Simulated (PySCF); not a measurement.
**V- (vanadium, charge -1) across methods**

[Ar] 3d4 4s2, high-spin 5D determinant. All numbers are calculated (PySCF 2.14, the spin-free X2C one-electron Hamiltonian (Gaussian nucleus), in x2c-TZVPPall with one added diffuse shell each of s, p, d, f type (7s6p5d3f1g, 80 functions)).

| method | E (hartree) | mean ε 4s α (eV) | mean ε 4s β (eV) | mean ε 3d α (eV) | Σ⟨r²⟩ (bohr²) | ⟨S²⟩ |
| --- | --- | --- | --- | --- | --- | --- |
| r2SCAN | -949.167 | -0.052 | 0.989 | 1.340 | 85.43 | 6.185 |
| UHF | -948.10918 | -1.739 | 0.238 | -4.450 | 104.0 | 6.351 |
| LC-wPBE | -949.013 | -1.742 | -0.492 | -2.240 | 82.73 | 6.097 |
| LDA | -947.011 | 0.194 | 1.005 | 1.638 | 80.55 | 6.053 |
| M06-L | -949.136 | 0.239 | 1.077 | 1.817 | 79.58 | 6.039 |
| PBE | -948.980 | 0.307 | 1.095 | 1.708 | 81.69 | 6.050 |
| TPSSh | -949.209 | 0.086 | 0.983 | 1.189 | 81.21 | 6.063 |

(1) Estimate the same row for PBE0.

⟨S²⟩ = 6.10 against 6.00 shows spin contamination.

The highest occupied level is positive at r2SCAN, UHF, PBE0, LDA, M06-L, PBE, TPSSh: only the finite basis holds that electron, at UHF too, so the state is unbound at these levels.

## Answers

(1) E (hartree) = -948.993; mean ε 4s α (eV) = -0.128; mean ε 4s β (eV) = 0.720; mean ε 3d α (eV) = 0.426; Σ⟨r²⟩ (bohr²) = 81.98; ⟨S²⟩ = 6.066.
